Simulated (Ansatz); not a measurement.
C₂H₄O₂Si, SMILES `O=C1C[SiH]1O`, charge 0, multiplicity 1.

Task: Give a relaxed structure at PBE0-D4/def2-TZVP (Ansatz). (Best estimate.)

Result: The calculation gave: 
Cartesian coordinates in Å:
```
O -1.1059 1.9503 -0.6590
C -0.3882 1.1481 -0.1348
C 0.8991 0.4895 -0.5274
Si -0.1430 -0.4925 0.7168
O -1.0443 -1.8172 0.3979
H 1.7338 0.8116 0.1077
H 1.1810 0.4199 -1.5764
H 0.5256 -0.7197 2.0136
H -1.6580 -1.7900 -0.3384
```
This is one stationary point; other conformers may exist.
